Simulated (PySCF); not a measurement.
C₄H₁₄OSi₂, triplet, at the geometry of the source list (a higher spin typed on purpose: for a closed-shell molecule this is an excited state) (in this run its highest filled SCF level lies above zero, so its values depend strongly on the basis, on diffuse functions most of all); BHANDHLYP/STO-3G in PySCF.

The PySCF input:
```python
from pyscf import gto, scf, dft

mol = gto.M(
    atom='''
C     2.13880000    1.46220000    0.17930000
Si    1.57910000   -0.27440000    0.70930000
C     2.23490000   -1.57560000   -0.50940000
O    -0.04460000   -0.33670000    0.74100000
Si   -1.64560000   -0.09750000    0.59540000
C    -1.97350000    1.68780000    0.03410000
C    -2.35230000   -1.32390000   -0.67140000
H     1.82950000    1.68750000   -0.83960000
H     1.71240000    2.22530000    0.82620000
H     3.22120000    1.56050000    0.22250000
H     1.97970000   -0.57490000    2.08930000
H     1.83420000   -2.56060000   -0.29000000
H     3.31610000   -1.64040000   -0.45110000
H     1.97630000   -1.33760000   -1.53730000
H    -2.17270000   -0.34700000    1.94270000
H    -1.57060000    1.87410000   -0.95960000
H    -3.03900000    1.90400000    0.00150000
H    -1.51280000    2.40230000    0.71230000
H    -2.07800000   -2.34590000   -0.42810000
H    -1.99760000   -1.11950000   -1.67760000
H    -3.43550000   -1.26990000   -0.68950000
''',
    basis='sto-3g',
    spin=2,
    verbose=4,
)

mf = dft.UKS(mol)
mf.xc = 'bhandhlyp'
mf.grids.atom_grid = (99, 590)
mf.grids.prune = None
mf.kernel()
```

Output, abridged:

```
PySCF version 2.14.0

[INPUT] verbose = 4
[INPUT] num. atoms = 21
[INPUT] num. electrons = 74
[INPUT] charge = 0
[INPUT] spin (= nelec alpha-beta = 2S) = 2
[INPUT] symmetry False subgroup None
[INPUT] Mole.unit = angstrom
[INPUT] Symbol           X                Y                Z      unit          X                Y                Z       unit  Magmom
[INPUT]  1 C      2.138800000000   1.462200000000   0.179300000000 AA    4.041746235220   2.763157539339   0.338827894135 Bohr   0.0
[INPUT]  2 Si     1.579100000000  -0.274400000000   0.709300000000 AA    2.984066523301  -0.518540848581   1.340382740154 Bohr   0.0
[INPUT]  3 C      2.234900000000  -1.575600000000  -0.509400000000 AA    4.223348915790  -2.977452481865  -0.962626487853 Bohr   0.0
[INPUT]  4 O     -0.044600000000  -0.336700000000   0.741000000000 AA   -0.084281785156  -0.636270786141   1.400287058303 Bohr   0.0
[INPUT]  5 Si    -1.645600000000  -0.097500000000   0.595400000000 AA   -3.109733310584  -0.184248297145   1.125142934566 Bohr   0.0
[INPUT]  6 C     -1.973500000000   1.687800000000   0.034100000000 AA   -3.729374506829   3.189479753041   0.064439660848 Bohr   0.0
[INPUT]  7 C     -2.352300000000  -1.323900000000  -0.671400000000 AA   -4.445202762814  -2.501808416312  -1.268762120033 Bohr   0.0
[INPUT]  8 H      1.829500000000   1.687500000000  -0.839600000000 AA    3.457253944892   3.188912835204  -1.586614054185 Bohr   0.0
[INPUT]  9 H      1.712400000000   2.225300000000   0.826200000000 AA    3.235967015705   4.205207544995   1.561291724116 Bohr   0.0
[INPUT] 10 H      3.221200000000   1.560500000000   0.222500000000 AA    6.087185792449   2.948917617384   0.420464062716 Bohr   0.0
[INPUT] 11 H      1.979700000000  -0.574900000000   2.089300000000 AA    3.741090808801  -1.086403549012   3.948204792054 Bohr   0.0
[INPUT] 12 H      1.834200000000  -2.560600000000  -0.290000000000 AA    3.466135657677  -4.838832714561  -0.548020576124 Bohr   0.0
[INPUT] 13 H      3.316100000000  -1.640400000000  -0.451100000000 AA    6.266520801670  -3.099906734737  -0.852455454791 Bohr   0.0
[INPUT] 14 H      1.976300000000  -1.337600000000  -1.537300000000 AA    3.734665739978  -2.527697664218  -2.905075971294 Bohr   0.0
[INPUT] 15 H     -2.172700000000  -0.347000000000   1.942700000000 AA   -4.105807950843  -0.655734965224   3.671170942193 Bohr   0.0
[INPUT] 16 H     -1.570600000000   1.874100000000  -0.959600000000 AA   -2.968003851242   3.541535730047  -1.813381189133 Bohr   0.0
[INPUT] 17 H     -3.039000000000   1.904000000000   0.001500000000 AA   -5.742877692553   3.598038541172   0.002834589187 Bohr   0.0
[INPUT] 18 H     -1.512800000000   2.402300000000   0.712300000000 AA   -2.858777681242   4.539689069043   1.346051918528 Bohr   0.0
[INPUT] 19 H     -2.078000000000  -2.345900000000  -0.428100000000 AA   -3.926850886846  -4.433108515617  -0.808991753926 Bohr   0.0
[INPUT] 20 H     -1.997600000000  -1.119500000000  -1.677600000000 AA   -3.774916906431  -2.115548396451  -3.170204546570 Bohr   0.0
[INPUT] 21 H     -3.435500000000  -1.269900000000  -0.689500000000 AA   -6.492154100943  -2.399763205585  -1.302966162888 Bohr   0.0

nuclear repulsion = 472.950485184955
number of shells = 39
number of NR pGTOs = 171
number of NR cGTOs = 57
basis = sto-3g
ecp = {}

******** <class 'pyscf.dft.uks.UKS'> ********
method = UKS
initial guess = minao
damping factor = 0
level_shift factor = 0
DIIS = <class 'pyscf.scf.diis.CDIIS'>
diis_start_cycle = 1
diis_space = 8
diis_damp = 0
SCF conv_tol = 1e-09
SCF conv_tol_grad = None
SCF max_cycles = 50
direct_scf = True
direct_scf_tol = 1e-13
number electrons alpha = 38  beta = 36
XC library pyscf.dft.libxc version 7.1.2
    S. Lehtola, C. Steigemann, M. J. T. Oliveira, and M. A. L. Marques,  SoftwareX 7, 1–5 (2018)
XC functionals = bhandhlyp
    A. D. Becke,  J. Chem. Phys. 98, 1372 (1993)
    Defined through Gaussian implementation.
radial grids:
    Treutler-Ahlrichs [JCP 102, 346 (1995); DOI:10.1063/1.469408] (M4) radial grids

becke partition: Becke, JCP 88, 2547 (1988); DOI:10.1063/1.454033
pruning grids: None
grids dens level: 3
symmetrized grids: False
atomic radii adjust function: <function treutler_atomic_radii_adjust>
User specified grid scheme (99, 590)
small_rho_cutoff = 0
Set gradient conv threshold to 3.16228e-05
tot grids = 1226616
init E= -805.492338908791

cycle= 1 E= -804.796881352333  delta_E= 0.695  |g|= 0.484  |ddm|= 4.19

cycle= 2 E= -804.692182728247  delta_E= 0.105  |g|= 0.82  |ddm|= 1.85

cycle= 3 E= -805.075083024428  delta_E= -0.383  |g|= 0.161  |ddm|= 1.22

cycle= 4 E= -805.096965887671  delta_E= -0.0219  |g|= 0.0633  |ddm|= 0.383

cycle= 5 E= -805.10115572524  delta_E= -0.00419  |g|= 0.02  |ddm|= 0.189

cycle= 6 E= -805.102171829552  delta_E= -0.00102  |g|= 0.00449  |ddm|= 0.153

cycle= 7 E= -805.102233346584  delta_E= -6.15e-05  |g|= 0.00308  |ddm|= 0.0235

cycle= 8 E= -805.102278602133  delta_E= -4.53e-05  |g|= 0.00188  |ddm|= 0.0256

cycle= 9 E= -805.102302249178  delta_E= -2.36e-05  |g|= 0.00189  |ddm|= 0.00966

cycle= 10 E= -805.102309429355  delta_E= -7.18e-06  |g|= 0.00189  |ddm|= 0.00291

cycle= 11 E= -805.10223813611  delta_E= 7.13e-05  |g|= 0.00184  |ddm|= 0.0293

cycle= 12 E= -805.101719309013  delta_E= 0.000519  |g|= 0.00297  |ddm|= 0.246

cycle= 13 E= -805.101748064557  delta_E= -2.88e-05  |g|= 0.00267  |ddm|= 0.015

cycle= 14 E= -805.101704823663  delta_E= 4.32e-05  |g|= 0.00289  |ddm|= 0.0248

cycle= 15 E= -805.10146046643  delta_E= 0.000244  |g|= 0.00208  |ddm|= 0.202

cycle= 16 E= -805.10138986585  delta_E= 7.06e-05  |g|= 0.00121  |ddm|= 0.125

cycle= 17 E= -805.101378308465  delta_E= 1.16e-05  |g|= 0.000595  |ddm|= 0.059

cycle= 18 E= -805.101373026885  delta_E= 5.28e-06  |g|= 0.00159  |ddm|= 0.0178

cycle= 19 E= -805.10137668012  delta_E= -3.65e-06  |g|= 0.000662  |ddm|= 0.0154

cycle= 20 E= -805.101377389492  delta_E= -7.09e-07  |g|= 0.000308  |ddm|= 0.00391

cycle= 21 E= -805.101377563722  delta_E= -1.74e-07  |g|= 9.48e-06  |ddm|= 0.00141

cycle= 22 E= -805.101377557943  delta_E= 5.78e-09  |g|= 2.09e-05  |ddm|= 0.00152

cycle= 23 E= -805.101377558752  delta_E= -8.09e-10  |g|= 1.36e-06  |ddm|= 8.97e-05

Extra cycle  E= -805.101377558758  delta_E= -5.91e-12  |g|= 8.3e-07  |ddm|= 6.93e-06
converged SCF energy = -805.101377558758  <S^2> = 2.0020046  2S+1 = 3.0013361
```
